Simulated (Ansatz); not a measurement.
Species: C₆H₁₃O, charge 0, multiplicity 2. It need not be the lowest isomer of its formula. SMILES: CCC[CH]CCO
Structure (B3LYP-D3(BJ)/def2-TZVP (Ansatz, a program for electronic structure) minimum search):
```
C
H 1 1.0951
H 1 1.0989 2 106.16
C 1 1.4878 2 109.83 3 -118.92
H 4 1.0844 1 118.03 2 176.01
C 4 1.4873 5 119.04 1 -171.60
H 6 1.0953 4 110.40 5 -25.75
H 6 1.0960 7 107.20 4 120.55
C 6 1.5399 7 108.24 8 115.13
H 9 1.0904 6 109.90 7 -178.69
H 9 1.0966 10 107.61 6 119.41
O 9 1.4223 10 105.54 11 118.73
H 12 0.9634 9 108.54 10 -178.61
C 1 1.5410 2 108.95 3 115.52
H 14 1.0935 1 109.13 2 64.20
H 14 1.0939 15 106.22 1 -117.22
C 14 1.5256 15 109.90 16 -118.82
H 17 1.0915 14 111.40 15 58.21
H 17 1.0927 18 107.76 14 122.07
H 17 1.0927 18 107.81 19 115.84
```
Charge 0, spin multiplicity 2.

Wanted: atomisation energy (electronic, to ground-state atoms), in kJ/mol. Valence correlation only, unless marked. UHF or UKS for open shells. Spin-orbit coupling is left out. Non-relativistic. The coupled-cluster limit lacks core correlation, which all-electron functionals hold. Basis-set limits of correlation are two-point, X^-3; Hartree-Fock from the larger set. The bracket is a focal-point correction in the basis named.

```csv
level,program,atomisation energy (kJ/mol),minus last row
HF/6-31G,Ansatz,5604.0,-2265.7
HF/cc-pVDZ,Ansatz,5803.5,-2066.2
SVWN5/def2-TZVPD,Ansatz,8970.4,1100.7
PBE-D3(BJ)/def2-TZVPD,Ansatz + dftd3,8034.9,165.2
BLYP-D3(BJ)/def2-TZVPD,Ansatz + dftd3,7834.9,-34.8
BLYP-D4/def2-TZVPD,Ansatz + dftd4,7834.0,-35.7
revPBE-D3(BJ)/def2-TZVPD,Ansatz + dftd3,7833.5,-36.2
r2SCAN/def2-TZVPD,Ansatz,7884.1,14.4
B3LYP-D4/def2-TZVPD,Ansatz + dftd4,7869.8,0.1
PBE0/STO-3G,Ansatz,9320.6,1450.9
PBE0-D3(BJ)/def2-TZVP,Ansatz + dftd3,7926.1,56.4
PBE0-D4/def2-TZVP,Ansatz + dftd4,7922.7,53.0
PBE0/def2-TZVP,Ansatz,7891.2,21.5
PBE0/def2-QZVPP,Ansatz,7905.1,35.4
r2SCANh/def2-TZVPD,Ansatz,7850.6,-19.1
r2SCAN0/def2-TZVPD,Ansatz,7802.8,-66.9
HSE06/def2-TZVPD,Ansatz,7902.3,32.6
LC-wPBE-D3(BJ)/def2-TZVPD,Ansatz + dftd3,7907.2,37.5
MP2/6-31G*,Ansatz,7267.9,-601.8
CCSD(T)/cc-pVDZ,Ansatz,7326.0,-543.7
"RI-MP2/CBS(cc-pVTZ,cc-pVQZ)+[CCSD(T)-MP2]/cc-pVTZ",Ansatz,7869.7,0.0
```
